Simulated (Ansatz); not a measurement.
Program: Ansatz. Geometries: PBE0-D4/def2-TZVP. ΔE: electronic, gas phase. CCSD(T)/CBS is the MP2 limit (def2-TZVPP, def2-QZVPP) plus CCSD(T) − MP2 in def2-TZVPP, frozen cores. DFT in def2-TZVPP. B3LYP here is the variant with VWN-RPA as its local correlation; programs differ in this. Each species was taken in one conformer, which may not be the lowest.

`CCC(C)C(C)=O` + `[OH][AlH][SH]` → `C[O][AlH][SH]` + `CC(=O)C(C)C`  (substitution at a C–C bond)

| level | ΔE (kcal/mol) | difference from CCSD(T)/CBS |
| --- | --- | --- |
| PBE-D4 | 13.9 | -1.7 |
| r2SCAN-D4 | 14.4 | -1.2 |
| PBE0-D4 | 14.4 | -1.2 |
| B3LYP-D4 | 12.9 | -2.7 |
| ωB97X-V | 13.9 | -1.7 |
| ωB97M-V | 14.6 | -1.0 |
| B2PLYP | 13.7 | -1.9 |
| PBE | 13.4 | -2.2 |
| r2SCAN | 14.2 | -1.4 |
| PBE0 | 14.0 | -1.6 |
| B3LYP | 12.3 | -3.3 |
| HF/def2-TZVPP | 11.8 | -3.8 |
| MP2/def2-TZVPP | 16.5 | 0.9 |
| SCS-MP2/def2-TZVPP | 15.0 | -0.6 |
| CCSD/def2-TZVPP | 14.8 | -0.8 |
| CCSD(T)/def2-TZVPP | 15.1 | -0.5 |
| HF/def2-QZVPP | 11.7 | -3.9 |
| MP2/def2-QZVPP | 16.7 | 1.1 |
| SCS-MP2/def2-QZVPP | 15.3 | -0.3 |
| HF/CBS(def2) | 11.7 | -3.9 |
| MP2/CBS(def2) | 17.0 | 1.4 |
| CCSD/CBS(def2) | 15.2 | -0.4 |
| CCSD(T)/CBS | 15.6 | 0 |

Largest T1 diagnostic among the species: 0.012.

In def2-TZVPP, CCSD(T) changes the Hartree–Fock value by +3.3 kcal/mol (the triples alone add +0.3 kcal/mol) and MP2 by +4.7 kcal/mol.

CCSD(T)/CBS has its own doubt, a few kJ/mol and more with outer-core shells, so smaller differences from it don't rank the levels.
